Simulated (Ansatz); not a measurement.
Consider the hydrogenolysis of a C–C bond: `CC(F)OCCF` + H₂ → `FCCOCF` + CH₄.

Gas-phase electronic energies from Ansatz, PBE0-D4/def2-TZVP geometries. CCSD(T)/CBS adds triple-zeta CCSD(T) − MP2 to the extrapolated MP2 energy (def2 sets, frozen cores). This one scheme is used for every species. Functionals use def2-TZVPP. B3LYP here is the variant with VWN-RPA as its local correlation; programs differ in this. Each species was taken in one conformer, which may not be the lowest.

`CC(F)OCCF`:

```xyz
15

C     0.011    0.090   -2.392
C    -0.311   -0.316   -0.985
F    -1.525    0.264   -0.617
O     0.684    0.115   -0.147
C     0.627   -0.371    1.180
C    -0.155    0.565    2.079
F    -0.002    0.135    3.385
H     0.929   -0.398   -2.719
H    -0.804   -0.197   -3.057
H     0.147    1.172   -2.436
H    -0.470   -1.398   -0.877
H     0.193   -1.377    1.206
H     1.656   -0.432    1.542
H    -1.219    0.567    1.837
H     0.238    1.582    1.999
```

H₂:

```xyz
2

H    -0.361    0.094    0.012
H     0.361   -0.094   -0.012
```

`FCCOCF`:

```xyz
12

F     2.411    0.208   -0.357
C     1.343    1.078   -0.446
C     0.047    0.327   -0.469
O    -0.187   -0.229    0.810
C    -1.167   -1.175    0.844
F    -2.413   -0.613    0.635
H     1.381    1.750    0.417
H     1.452    1.659   -1.367
H    -0.761    1.015   -0.742
H     0.092   -0.470   -1.225
H    -1.163   -1.618    1.841
H    -1.035   -1.933    0.060
```

CH₄:

```xyz
5

C     0.000    0.000    0.000
H    -1.041   -0.301    0.114
H     0.177    0.914    0.566
H     0.214    0.178   -1.053
H     0.650   -0.791    0.373
```

CCSD(T)/CBS gives -44.4 kJ/mol.

Task: Another level gave -44.4 kJ/mol. Which?
A. PBE0/def2-TZVPP
B. B3LYP/def2-TZVPP
C. HF/def2-TZVPP
D. MP2/def2-TZVPP

Result: D. MP2/def2-TZVPP -44.4, PBE0 -53.0, HF/def2-TZVPP -64.5, B3LYP -57.9 kJ/mol.

Largest T1 diagnostic among the species: 0.011.

The D4 term adds +8.4 kJ/mol with B3LYP and +4.7 kJ/mol with PBE0; it sums over pairs of atoms, weighted by their polarisabilities, and B3LYP, whose exchange is more repulsive, gets the larger term. In def2-TZVPP, CCSD(T) changes the Hartree–Fock value by +18.6 kJ/mol (the triples alone add +4.0 kJ/mol) and MP2 by +20.1 kJ/mol.
